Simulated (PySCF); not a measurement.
Molecule: `InChI=1S/C4H5BO2/c1-2-3-4-5(6)7/h2,6-7H,1H2`.

Atoms are numbered as in `[CH2:1]=[CH:2][C:3]#[C:4][B:5]([OH:6])[OH:7]`. Hydrogens are named by the atom that carries them. Ha(C1) is cis to C3; Hb(C1) is trans to C3.

Spin–spin couplings on one PBE0-D3(BJ)/def2-SVP geometry, PySCF 2.14.0 with density-fitted response routines, gas phase, non-relativistic, equivalent pairs averaged (spin–dipole term only in couplings to heteroatoms); isotopes ¹³C, ¹H, ¹¹B; functional B3LYP.

Question: How do the couplings (Hz) change with the basis set? Times are CPU seconds on shared hosts with different chips, so compare them loosely. Far from the basis limit: pcJ-0, 6-31G*, def2-TZVP, cc-pVTZ.

Answer: 
```tsv
basis set	functions	¹J(C2,H(C2))	¹J(C1,Ha(C1))	¹J(C1,Hb(C1))	¹J(C3,C4)	¹J(C4,B5)	¹J(C2,C3)	¹J(C1,C2)	core-s
pcJ-0	106	151.0	150.3	148.6	140.0	118.5	75.1	56.3	10
6-31G*	108	171.0	171.5	171.2	157.0	157.2	96.8	87.9	11
def2-TZVP	247	163.0	162.7	162.5	165.6	143.4	94.0	77.0	38
cc-pVTZ	280	151.9	154.9	155.0	246.9	120.5	83.6	74.4	48
```

The Fermi-contact term samples the wavefunction at the nucleus, which is why sets with added tight s functions (names with J) are made for couplings.
